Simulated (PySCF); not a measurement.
Bond stretch in F2 (anion, charge -1), doublet.

UKS-B3LYP/6-31G* = unrestricted B3LYP/6-31G*, spherical d run with PySCF; ROHF/aug-cc-pVDZ (PySCF); UCCSD(T) = PySCF 2.14.0 with CCSD(T) on UHF/aug-cc-pVDZ, 2 core orbitals frozen.

Energies relative to the lowest point of each curve near equilibrium, in kJ/mol:

| R / Å | UKS-B3LYP/6-31G* | ROHF |
|---|---|---|
| 1.60 | 90.7 | 59.8 |
| 1.68 | 48.3 | 25.7 |
| 1.87 | 5.1 | 0.0 |
| 1.98 | 0.0 | 4.1 |
| 2.20 | 6.8 | 27.3 |
| 2.69 | 38.1 | 82.8 |
| 2.94 | 50.2 | 102.7 |
| 3.53 | 60.2 | 131.0 |
| 4.86 | 47.1 | 150.3 |
| 5.33 | 42.4 | 152.3 |
| 6.97 | 30.8 | 154.6 |
| 7.83 | 26.5 | 155.0 |

### Question
Estimate the UCCSD(T) values at these points.

### Answer
1.60: 77.5; 1.68: 38.4; 1.87: 1.6; 1.98: 0.3; 2.20: 15.8; 2.69: 62.4; 2.94: 79.7; 3.53: 101.2; 4.86: 111.6; 5.33: 112.5; 6.97: 113.9; 7.83: 114.2 (kJ/mol).

Where the anion isn't bound against loss of the electron, the finite basis alone holds it.
